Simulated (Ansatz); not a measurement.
Stretching the Pb1–F3 bond in FHPb (SMILES [F][PbH]) (multiplicity 1 held, fragments rigid). Energies count from the point at 2.069 Å.
Geometry at that point (charge 0, multiplicity 1):
```csv
atom,x (Å),y (Å),z (Å)
Pb,-0.0639,-0.1197,0.1499
H,-1.0398,-1.0734,-1.1273
F,0.6977,1.2100,-1.2402
```

Restricted levels (R-, RO-) in cc, def2 and unpolarised 6-31G sets keep to the state of the molecule at rest. U- levels take the lowest unrestricted solution at each point, which mixes spins at long bonds. Active spaces are followed from a long bond inwards. Levels need not reach the same state.

Correlated levels freeze the cores. Filled d and f shells under p-block atoms count as core.

The values were computed with Ansatz (a quantum-chemistry and plane-wave program) with Gaussian orbitals. Values without a source in brackets are computed. In def2 rows elements past Kr take small-core potentials, without spin–orbit coupling.

Energies in kcal/mol.

```json
[
 {"R (Å)": "1.655", "R-MP2/def2-SVP": "78.4", "U-SCS-MP2/def2-SVP": "78.5", "U-CCSD/def2-SVP": "78.4", "FIC-NEVPT4(SD) on CASSCF(6,4)/def2-SVP": "79.0", "FIC-MRCISD on CASSCF(6,4)/def2-SVP": "77.9", "FIC-MRCISD+Q on CASSCF(6,4)/def2-SVP": "78.6"},
 {"R (Å)": "1.862", "R-MP2/def2-SVP": "13.3", "U-SCS-MP2/def2-SVP": "13.4", "U-CCSD/def2-SVP": "13.4", "FIC-NEVPT4(SD) on CASSCF(6,4)/def2-SVP": "13.7", "FIC-MRCISD on CASSCF(6,4)/def2-SVP": "13.1", "FIC-MRCISD+Q on CASSCF(6,4)/def2-SVP": "13.4"},
 {"R (Å)": "2.069", "R-MP2/def2-SVP": "0.0", "U-SCS-MP2/def2-SVP": "0.0", "U-CCSD/def2-SVP": "0.0", "FIC-NEVPT4(SD) on CASSCF(6,4)/def2-SVP": "0.0", "FIC-MRCISD on CASSCF(6,4)/def2-SVP": "0.0", "FIC-MRCISD+Q on CASSCF(6,4)/def2-SVP": "0.0"},
 {"R (Å)": "2.276", "R-MP2/def2-SVP": "7.5", "U-SCS-MP2/def2-SVP": "7.3", "U-CCSD/def2-SVP": "7.2", "FIC-NEVPT4(SD) on CASSCF(6,4)/def2-SVP": "7.0", "FIC-MRCISD on CASSCF(6,4)/def2-SVP": "7.1", "FIC-MRCISD+Q on CASSCF(6,4)/def2-SVP": "6.9"},
 {"R (Å)": "2.483", "R-MP2/def2-SVP": "22.2", "U-SCS-MP2/def2-SVP": "21.8", "U-CCSD/def2-SVP": "21.6", "FIC-NEVPT4(SD) on CASSCF(6,4)/def2-SVP": "21.0", "FIC-MRCISD on CASSCF(6,4)/def2-SVP": "21.2", "FIC-MRCISD+Q on CASSCF(6,4)/def2-SVP": "20.9"},
 {"R (Å)": "2.793", "R-MP2/def2-SVP": "46.2", "U-SCS-MP2/def2-SVP": "45.5", "U-CCSD/def2-SVP": "44.8", "FIC-NEVPT4(SD) on CASSCF(6,4)/def2-SVP": "43.9", "FIC-MRCISD on CASSCF(6,4)/def2-SVP": "43.8", "FIC-MRCISD+Q on CASSCF(6,4)/def2-SVP": "43.6"},
 {"R (Å)": "3.103", "R-MP2/def2-SVP": "67.6", "U-SCS-MP2/def2-SVP": "86.9", "U-CCSD/def2-SVP": "66.3", "FIC-NEVPT4(SD) on CASSCF(6,4)/def2-SVP": "64.4", "FIC-MRCISD on CASSCF(6,4)/def2-SVP": "63.9", "FIC-MRCISD+Q on CASSCF(6,4)/def2-SVP": "64.2"},
 {"R (Å)": "3.621", "R-MP2/def2-SVP": "95.6", "U-SCS-MP2/def2-SVP": "96.0", "U-CCSD/def2-SVP": "86.6", "FIC-NEVPT4(SD) on CASSCF(6,4)/def2-SVP": "85.5", "FIC-MRCISD on CASSCF(6,4)/def2-SVP": "84.1", "FIC-MRCISD+Q on CASSCF(6,4)/def2-SVP": "85.4"},
 {"R (Å)": "4.138", "R-MP2/def2-SVP": "115.7", "U-SCS-MP2/def2-SVP": "98.2", "U-CCSD/def2-SVP": "92.9", "FIC-NEVPT4(SD) on CASSCF(6,4)/def2-SVP": "92.1", "FIC-MRCISD on CASSCF(6,4)/def2-SVP": "90.2", "FIC-MRCISD+Q on CASSCF(6,4)/def2-SVP": "91.9"},
 {"R (Å)": "4.759", "R-MP2/def2-SVP": "131.0", "U-SCS-MP2/def2-SVP": "98.8", "U-CCSD/def2-SVP": "93.4", "FIC-NEVPT4(SD) on CASSCF(6,4)/def2-SVP": "94.8", "FIC-MRCISD on CASSCF(6,4)/def2-SVP": "92.1", "FIC-MRCISD+Q on CASSCF(6,4)/def2-SVP": "93.8"},
 {"R (Å)": "5.586", "R-MP2/def2-SVP": "140.2", "U-SCS-MP2/def2-SVP": "99.0", "U-CCSD/def2-SVP": "93.6", "FIC-NEVPT4(SD) on CASSCF(6,4)/def2-SVP": "96.8", "FIC-MRCISD on CASSCF(6,4)/def2-SVP": "92.6", "FIC-MRCISD+Q on CASSCF(6,4)/def2-SVP": "94.3"},
 {"R (Å)": "6.621", "R-MP2/def2-SVP": "139.1", "U-SCS-MP2/def2-SVP": "99.0", "U-CCSD/def2-SVP": "93.7", "FIC-NEVPT4(SD) on CASSCF(6,4)/def2-SVP": "96.5", "FIC-MRCISD on CASSCF(6,4)/def2-SVP": "92.7", "FIC-MRCISD+Q on CASSCF(6,4)/def2-SVP": "94.4"}
]
```

Doubts at one or more of the structures used: a restricted determinant that unrestricted orbitals would lower (R-MP2/def2-SVP); a spin-contaminated determinant (U-SCS-MP2/def2-SVP, U-CCSD/def2-SVP); T1 above 0.05 (U-CCSD/def2-SVP); the program's own flag: other amplitudes (U-CCSD/def2-SVP); active orbitals that take no part (FIC-NEVPT4(SD) on CASSCF(6,4)/def2-SVP, FIC-MRCISD on CASSCF(6,4)/def2-SVP, FIC-MRCISD+Q on CASSCF(6,4)/def2-SVP).
